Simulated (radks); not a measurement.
Computed order of ionisation of lead. At each step one electron was removed from each of the four highest sub-shells of the ion before, moves of one valence electron (up to charge 6) and the configuration listed by NIST were tried, and the lowest configuration was kept. All-electron calculation, Dirac Kohn-Sham, BLYP, spin-unpolarised, spherical densities, finite nucleus; Fermi nuclear charge, rms radius of each element as measured or else 0.836 A^(1/3) + 0.57 fm. Program: a radial shooting solver on a logarithmic mesh with Libxc functionals. Sub-shells are occupied by j as written (lower j first in brackets).

species	lowest configuration found	NIST configuration	margin to the next tried (eV)	IE (eV)	NIST IE (eV)	kind
Pb	[Hg] 6p(1/2: 2, 3/2: 0)	same	8.841	7.326	7.417	exp.
Pb+	[Hg] 6p(1/2: 1, 3/2: 0)	same	7.933	14.864	15.032	exp.
Pb2+	[Hg]	same	8.564	32.444	31.937	exp.
Pb3+	[Xe] 4f14 5d10 6s1	same	9.308	42.828	42.333	exp.
Pb4+	[Xe] 4f14 5d10	same	13.009	68.406	68.8	semi-emp.
Pb5+	[Xe] 4f14 5d(3/2: 4, 5/2: 5)	same	2.892	85.048	83	theory
Pb6+	[Xe] 4f14 5d(3/2: 4, 5/2: 4)	same	3.061	102.45	100	theory
Pb7+	[Xe] 4f14 5d(3/2: 4, 5/2: 3)	same	3.233	120.54	120	theory
Pb8+	[Xe] 4f14 5d(3/2: 4, 5/2: 2)	same	3.408	139.28	138	theory
Pb9+	[Xe] 4f14 5d(3/2: 4, 5/2: 1)	same	3.586	158.61	158	theory
Pb10+	[Xe] 4f14 5d(3/2: 4, 5/2: 0)	same	3.768	182.46	182	theory
Pb11+	[Xe] 4f14 5d(3/2: 3, 5/2: 0)	same	64.959	203.26	203	theory
Pb12+	[Xe] 4f14 5d(3/2: 2, 5/2: 0)	same	66.010	224.56	224	theory
Pb13+	[Xe] 4f14 5d(3/2: 1, 5/2: 0)	same	67.049	246.35	245	semi-emp.

Reference values: NIST Atomic Spectra Database (exp. = measured, semi-emp. = semi-empirical, theory = theoretical value adopted there). Spin polarisation and multiplet splitting are left out, so open shells lie too high by an amount that depends on their filling.

Beside tabulated values, note that spin-unpolarised runs miss the spin-polarisation part of the exchange energy of open shells.
